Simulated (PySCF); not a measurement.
UHF on Br³⁺ (bromine, charge +3)

Configuration: [Ar] 3d10 4s2 4p2, high-spin 3P determinant. All numbers are calculated (PySCF 2.14, scalar relativity by spin-free X2C-1e, in x2c-TZVPPall (6s5p4d1f, 48 functions)).

```json
{"Total energy": "-2602.003215 hartree", "One-electron energy": "-3574.8304 hartree", "Hartree (Coulomb) energy": "1063.0276 hartree", "Exchange energy": "-90.2005 hartree", "⟨S²⟩": "2.0068", "⟨L²⟩": "2.020", "Sum of ⟨r⟩": "18.45 bohr", "Sum of ⟨r²⟩": "20.14 bohr²", "Traceless quadrupole moment −½Σ⟨3z² − r²⟩ along its main axis": "1.44 e·bohr²", "Langevin diamagnetic susceptibility": "-15.9 ×10⁻⁶ cm³/mol"}
```

| shell | electrons | mean orbital energy (eV) | spread (eV) | rms radius, mean of both spins (bohr) |
| --- | --- | --- | --- | --- |
| 1s α | 1 | -13596.6 | 0 | 0.0492 |
| 1s β | 1 | -13596.3 | 0 | 0.0492 |
| 2s α | 1 | -1864.6 | 0 | 0.205 |
| 2s β | 1 | -1864.4 | 0 | 0.205 |
| 2p α | 3 | -1644.2 | 0.124 | 0.183 |
| 2p β | 3 | -1643.8 | 0.301 | 0.183 |
| 3s α | 1 | -316.03 | 0 | 0.587 |
| 3s β | 1 | -315.42 | 0 | 0.587 |
| 3p α | 3 | -243.92 | 0.123 | 0.607 |
| 3p β | 3 | -243.10 | 0.905 | 0.607 |
| 3d α | 5 | -124.23 | 0.483 | 0.647 |
| 3d β | 5 | -123.82 | 0.870 | 0.647 |
| 4s α | 1 | -63.324 | 0 | 1.68 |
| 4s β | 1 | -56.646 | 0 | 1.68 |
| 4p α | 2 | -46.648 | 0 | 1.89 |

Densities and radii are taken from the X2C orbitals without a picture-change correction, which distorts them close to the nucleus.

Spin-orbit constants ζ (cm⁻¹) from the X2C one-electron operator on these orbitals: bare nucleus, nucleus screened by l(l+1)(2l+1)/3 electrons, and screened by the Breit-Pauli mean field of the electrons.

```tsv
shell	bare	screened nucleus	mean field
2p	261900	247000	240100
3p	37910	35740	34560
3d	4682	3344	3123
4p	3767	3552	3418
```

To first order the Landé constant is A = 1709 cm⁻¹, so the lowest level has J = 0 and lies 0.424 eV below the centre of the term. This holds in LS coupling only.
